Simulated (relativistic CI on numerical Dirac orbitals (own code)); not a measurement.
# Cu XII: sensitivity of the levels to the model

Base calculation: Dirac-Coulomb-Breit CI, KLI orbitals optimised for each configuration, model QED, unscaled Slater integrals.

Configuration list (outside the closed core [Ne]): 3s2 3p6, 3s2 3p5 3d, 3s 3p6 3d, 3s2 3p5 4s, 3s2 3p5 4p, 3s2 3p5 4d, 3s 3p6 4s, 3s2 3p5 4f, 3s 3p6 4p, 3s2 3p5 5s, 3s 3p6 4d, 3p6 3d 4p, 3s2 3p5 5p, 3s2 3p5 5d, 3s 3p6 4f, 3s2 3p5 5f, 3s2 3p5 5g, 3s2 3p5 6s, 3s2 3p5 6p, 3s 3p6 5s, 3s2 3p5 6d, 3s 3p6 5p, 3s 3p6 5d, 3p6 3d2, 3p5 3d3, 3p5 3d2 4s, 3p5 3d2 4p, 3p5 3d2 4d, 3p6 3d 4s, 3p5 3d 4s2, 3p5 3d 4s 4p, 3p5 3d 4s 4d. Double excitations out of closed p, d and f shells are left out; levels of such configurations are missing from the list, as are those of other unlisted configurations, and high levels can miss mixing partners. These lack a partner that the ground configuration has and come out too high: 3s2 3p5 4f, 3s2 3p5 5s, 3s2 3p5 5p, 3s2 3p5 5d, 3s2 3p5 5f.

The lowest level and the first level of each name with at least 55 % of one term (blank where a level has no safe partner in the second run):

```tsv
Level	Base (cm⁻¹)	Shift (cm⁻¹)
3s2 3p6 1S_0	0	0
3s2 3p5 3d 3P°_0	494047	+4785
3s2 3p5 3d 3P°_1	498660	+4674
3s2 3p5 3d 3P°_2	508342	+4439
3s2 3p5 3d 3F°_4	519583	+2637
3s2 3p5 3d 3F°_3	524592	+2276
3s2 3p5 3d 3F°_2	532799	+2119
3s2 3p5 3d 3D°_3	560805	-1537
3s2 3p5 3d 3D°_1	570458	-1413
3s2 3p5 3d 3D°_2	576572	-1168
3s2 3p5 3d 1F°_3	579982	-1212
3s2 3p5 3d 1P°_1	744716	-18955
3s 3p6 3d 3D_1	970291	+1629
3s 3p6 3d 3D_2	971870	+1620
```

At this charge energies of transitions that change n are usually good to better than 1 %, and those within a shell (Δn = 0) to a few per cent.

(1) One thing was changed in a second run, which moved the levels as shown. Which?
A. Breit term removed
B. QED terms removed
C. configuration mixing switched off
D. valence Slater integrals scaled by 0.9

## Answers

(1) D. Valence Slater integrals scaled by 0.9. Scaling acts on the splittings between terms and on the mixing, and leaves the fine structure of pure LS terms nearly alone; in jj coupling it moves the levels of one term differently.

LS names give the leading component of a level, which can be under half, so a name can repeat, a term be missing and a line seem to break the LS rules.
